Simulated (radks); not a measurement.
The iodine ion I2+ inside a hard spherical wall (all orbitals vanish at R), configuration held at [Kr] 4d10 5s2 5p3 and not refilled when levels cross. Calculated with a radial shooting solver on a logarithmic mesh with Libxc functionals: scalar-relativistic Kohn-Sham, r2SCAN, spin-polarised, spherical densities, finite nucleus; open shells are filled with parallel spins first (spin-orbit coupling, left out, can overturn this in heavy ions); meta-GGA in the generalised Kohn-Sham scheme; Fermi nuclear charge, rms radius 4.75 fm. Eigenvalues in eV for spin up, with the zero of energy where the potential of the charges vanishes at infinity; a dash marks a level that is unbound or too diffuse for the functional's potential to be trusted. A positive occupied level is held by the wall or, in an anion where self-interaction has pushed it up, behind a barrier. The pressure on the wall is -dE/dV.

| R (bohr) | E (hartree) | kinetic (hartree) | e(4p) | e(4d) | e(5s) | e(5p) | e(5d, empty) | e(6s, empty) | pressure (GPa) |
|---|---|---|---|---|---|---|---|---|---|
| free | -7116.05298 | 7469.430 | -151.15 | -71.784 | -37.890 | -26.003 | -10.970 | - | 0 |
| 12 | -7116.05298 | 7469.430 | -151.15 | -71.784 | -37.890 | -26.003 | -10.970 | -9.884 | < 0.0001 |
| 8 | -7116.05296 | 7469.430 | -151.15 | -71.783 | -37.889 | -26.002 | -10.932 | -9.589 | 0.00162 |
| 7 | -7116.05278 | 7469.433 | -151.14 | -71.774 | -37.883 | -25.994 | -10.834 | -9.060 | 0.0225 |
| 5 | -7116.03410 | 7469.617 | -150.67 | -71.311 | -37.551 | -25.569 | -9.255 | -3.564 | 3.85 |
| 4 | -7115.89476 | 7470.594 | -148.71 | -69.431 | -36.048 | -23.506 | -4.679 | 9.216 | 48.3 |
| 3 | -7114.81148 | 7475.990 | -141.45 | -62.541 | -28.183 | -12.869 | 13.300 | 53.735 | 674 |
| 2 | -7104.50113 | 7516.115 | -112.71 | -34.006 | 28.192 | 55.415 | 102.58 | 252.11 | 17000 |
| 1.5 | -7070.59553 | 7631.798 | -57.620 | 26.678 | 180.74 | 223.01 | 286.01 | 633.00 | 143000 |
